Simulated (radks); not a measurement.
These are the eigenvalues of the occupied orbitals of an atom or ion with whole-number occupations (eV). All-electron calculation, scalar-relativistic Kohn-Sham, PBEsol, spin-polarised, spherical densities, finite nucleus; Fermi nuclear charge, rms radius of each element as measured or else 0.836 A^(1/3) + 0.57 fm. Program: a radial shooting solver on a logarithmic mesh with Libxc functionals.

1s up: -24192.92
1s down: -24192.92
2s up: -3568.435
2s down: -3567.865
2p up: -3204.248
2p down: -3203.812
3s up: -677.2072
3s down: -676.8852
3p up: -557.5515
3p down: -557.1891
3d up: -367.4080
3d down: -366.8728
4s up: -126.9681
4s down: -124.6482
4p up: -92.4105
4p down: -90.0076
4d up: -42.6542
4d down: -40.2747

Which element is it, and in what charge state? The configuration may be excited. Open shells, if any, are filled with parallel spins first.

Answer. Z = 46, palladium, charge +3: Pd3+ in [Kr] 4d7. The list shows which subshells hold electrons but not how many an open one holds; the 1s level, -889.07 hartree, gives Z - s = 42.2 by -(Z - s)^2/2, which with screening and relativity narrows Z to a few neighbours, and the depths of the outer levels then fix element, charge and occupations together.
